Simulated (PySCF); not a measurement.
Job file and geometry (Å, from GFN2-xTB) of an NMR shielding run on `N#C[C@@H]1CC[C@@H]1N[SiH2]P`, C5H11N2PSi, GIAO PBE0/pcSseg-1 NMR shielding, non-relativistic, gas phase in PySCF; density fitting, a coarse starting grid and PySCF grid level 2 are the driver's defaults:

```
$ OMP_NUM_THREADS=1 python probes_run.py task.json out

{"job": {"kind": "nmr", "xc": "PBE0", "basis": "pcSseg-1"}, "charge": 0, "multiplicity": 1}
N     -1.828876    -2.752931     0.753319
C     -1.686948    -1.617250     0.762125
C     -1.502910    -0.197064     0.727689
C     -2.449116     0.504027    -0.274010
C     -1.295869     0.615644    -1.280366
C     -0.296585     0.237904    -0.165295
N      0.704494    -0.736295    -0.436012
Si     2.399569    -0.486559    -0.554245
P      2.776124     1.499275     0.415043
H     -1.499438     0.189621     1.748379
H     -2.788934     1.468789     0.095035
H     -3.308399    -0.083758    -0.591376
H     -1.146384     1.587650    -1.743163
H     -1.339743    -0.148294    -2.055146
H      0.192884     1.121107     0.255494
H      0.322124    -1.602728    -0.784746
H      2.884137    -0.365078    -1.937741
H      3.040652    -1.625106     0.109668
H      2.668302     1.038336     1.714128
H      4.149769     1.363391     0.418789
```

Task: What does the program print?

Result: 
```
coarse grid: 17624 points
cycle   1  E = -936.6797713066  dE =  1.167e+00  |g| = 5.300e-01  |ddm| = 4.195e+00
cycle   2  E = -936.5579476449  dE =  1.218e-01  |g| = 9.311e-01  |ddm| = 1.298e+00
cycle   3  E = -936.7400778606  dE = -1.821e-01  |g| = 1.806e-01  |ddm| = 8.302e-01
cycle   4  E = -936.7467006783  dE = -6.623e-03  |g| = 5.782e-02  |ddm| = 1.723e-01
cycle   5  E = -936.7473801282  dE = -6.794e-04  |g| = 1.505e-02  |ddm| = 6.427e-02
cycle   6  E = -936.7474296428  dE = -4.951e-05  |g| = 4.324e-03  |ddm| = 1.890e-02
cycle   7  E = -936.7474336351  dE = -3.992e-06  |g| = 9.365e-04  |ddm| = 4.583e-03
final grid: 160968 points
cycle   8  E = -936.7991091536  dE = -4.097e-05  |g| = 8.430e-03  |ddm| = 3.944e-02
cycle   9  E = -936.7991000463  dE =  9.107e-06  |g| = 1.050e-02  |ddm| = 1.853e-02
cycle  10  E = -936.7991267895  dE = -2.674e-05  |g| = 9.503e-04  |ddm| = 1.053e-02
cycle  11  E = -936.7991269506  dE = -1.610e-07  |g| = 4.679e-04  |ddm| = 1.252e-03
cycle  12  E = -936.7991269909  dE = -4.033e-08  |g| = 1.683e-04  |ddm| = 3.972e-04
cycle  13  E = -936.7991269967  dE = -5.820e-09  |g| = 4.787e-05  |ddm| = 1.508e-04
cycle  14  E = -936.7991269972  dE = -4.761e-10  |g| = 1.073e-05  |ddm| = 4.844e-05
converged SCF energy = -936.7991269972

GIAO shielding tensors (ppm)
atom      isotropic    diamagn.    paramagn.     s11        s22        s33       span
  0 N      -39.663     341.084    -380.747   -213.985   -186.530    281.526    495.512
  1 C       61.148     261.415    -200.267    -59.828    -48.379    291.652    351.480
  2 C      153.387     251.816     -98.429    133.316    150.944    175.902     42.586
  3 C      167.901     252.156     -84.255    151.988    170.849    180.867     28.879
  4 C      150.453     250.205     -99.752    127.717    141.716    181.925     54.207
  5 C      136.391     240.292    -103.901    111.251    144.315    153.605     42.354
  6 N      223.936     325.041    -101.105    189.384    231.520    250.905     61.521
  7 Si     383.378     880.847    -497.469    331.037    371.271    447.827    116.789
  8 P      630.157     968.464    -338.308    552.017    617.835    720.617    168.600
  9 H       28.666      30.423      -1.758     24.664     27.656     33.678      9.014
 10 H       29.846      29.830       0.016     26.298     27.075     36.165      9.867
 11 H       29.856      29.034       0.822     25.941     27.238     36.389     10.447
 12 H       29.168      30.385      -1.218     25.504     27.213     34.786      9.282
 13 H       29.722      31.383      -1.660     26.940     28.792     33.435      6.495
 14 H       28.082      32.371      -4.288     21.645     28.458     34.144     12.499
 15 H       30.726      35.667      -4.941     21.288     31.293     39.596     18.308
 16 H       26.427      29.107      -2.680     22.164     24.723     32.395     10.231
 17 H       26.180      29.624      -3.444     22.019     24.621     31.899      9.880
 18 H       30.667      31.411      -0.744     24.894     28.320     38.787     13.893
 19 H       30.856      28.952       1.904     25.649     26.569     40.349     14.700
```

Task: Turn these shieldings into chemical shifts. Scale: ¹⁵N (267.73 ppm) vs NH3; ¹³C (186.93 ppm) and ²⁹Si (349.16 ppm) and ¹H (31.72 ppm) vs TMS; H3PO4 for ³¹P (318.38 ppm) (reference shieldings calculated alike).

Result: Averaging equivalent atoms: N 0: 307.4; N 6: 43.8; C 1: 125.8; C 5: 50.5; C 4: 36.5; C 2: 33.5; C 3: 19.0; Si 7: -34.2; P 8: -311.8; H 17: 5.54; H 16: 5.29; H 14: 3.63; H 9: 3.05; H 12: 2.55; H 13: 1.99; H 10: 1.87; H 11: 1.86; H 15: 0.99; H 18/19: 0.96 ppm. Experimental scales use liquid or dissolved standards, which lie at an offset from isolated NH3 (liquid NH3: subtract about 20 ppm) and H3PO4. Unscaled 15N shifts of sp2 nitrogen come out 20 to 40 ppm too high even then.

Size and cost of the density-fitted run: 222 basis functions, 84 s wall time on 1 thread of an Arm Neoverse N1, shared host; peak memory 0.92 GiB.
